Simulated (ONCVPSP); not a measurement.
## What one change does to a pseudopotential (tellurium, ONCV)

tellurium, optimised norm-conserving Vanderbilt (ONCV), made with ONCVPSP 4.0.1 (revPBE, scalar-relativistic). Core [Kr], reference 4d10 5s2 5p4. Waves: 5s: rc 1.55 bohr, ncon 4, nbas 8, qcut 3.6 1/bohr, 3 projectors, debl 2.6 Ha; 5p: rc 2.05 bohr, ncon 4, nbas 7, qcut 4.7 1/bohr, 2 projectors, debl 1.9 Ha; 4d: rc 0.95 bohr, ncon 3, nbas 7, qcut 11.3 1/bohr, 2 projectors, debl 2.4 Ha. Local part: polynomial inside 0.65 bohr (lpopt 5, dvloc0 0 Ha). Core correction: Teter function, fcfact 3, rcfact 1.4.

All-electron outer shells of the reference configuration (revPBE, scalar-relativistic, ld1.x):

```json
{"shell": "4s", "level (eV)": "-164.40", "outermost node (bohr)": "0.38", "outermost maximum (bohr)": "0.70"}
{"shell": "4p", "level (eV)": "-114.40", "outermost node (bohr)": "0.38", "outermost maximum (bohr)": "0.74"}
{"shell": "4d", "level (eV)": "-41.63", "outermost node (bohr)": "0.36", "outermost maximum (bohr)": "0.81"}
{"shell": "5s", "level (eV)": "-15.05", "outermost node (bohr)": "0.91", "outermost maximum (bohr)": "1.80"}
{"shell": "5p", "level (eV)": "-5.91", "outermost node (bohr)": "1.00", "outermost maximum (bohr)": "2.17"}
```

Change: functional PW91.

Cutoffs: the cutoffs (Ha) at which the residual kinetic energy of the hardest occupied pseudo-wave falls to 1 and 0.1 mHa per electron; they do not see the model core or the augmentation charge, which bear on the density cutoff. Errors are all-electron minus pseudo energies relative to the spin-unpolarised reference configuration.

Problem. What does the change do?

Solution. The potential gets neither clearly harder nor softer (52 Ha and 71 Ha → 52 Ha and 71 Ha); both files keep a bound ghost (p, s); of the 4 tests that both files solve, the error grows in 0 and shrinks in 3 by more than 15 % and 0.3 meV (median size 7.0 → 5.0 meV).

```csv
quantity,base,changed
"cutoff, loose",52 Ha,52 Ha
"cutoff, tight",71 Ha,71 Ha
loose cutoff by channel,"s 24 Ha, p 7.8 Ha, d 52 Ha","s 25 Ha, p 7.9 Ha, d 52 Ha"
bound ghosts,"s, p","s, p"
GHOST(+) flags under 300 eV,p at 133.5 eV,p at 133.4 eV
"error for 4d10 5s2 5p3, meV [ΔE 9.68 → 9.79 eV]",-3.1,-2.5
"error for 4d10 5s2 5p2, meV [ΔE 27.55 → 27.78 eV]",-9.6,-6.1
"error for 4d10 5s2 5p1, meV [ΔE 54.36 → 54.78 eV]",-17,-7.0
"error for 4d10 5s1 5p4, meV [ΔE 19.51 → 19.65 eV]",-4.5,-3.9
s: phases at 1.57 bohr within 0.05 rad from the reference energy up to (Ha; the scan ends near 5),to the end of the scan,to the end of the scan
p: phases at 2.09 bohr within 0.05 rad from the reference energy up to (Ha; the scan ends near 5),3.5,3.5
d: phases at 0.96 bohr within 0.05 rad from the reference energy up to (Ha; the scan ends near 5),to the end of the scan,to the end of the scan
"rms error of d²Exc/dni dnj with the model core, mHa",1.62,1.72
```

 A true bound ghost makes a file unfit for plane-wave use even where its test errors are small: the radial tests pick states by their node count and pass the ghost by.
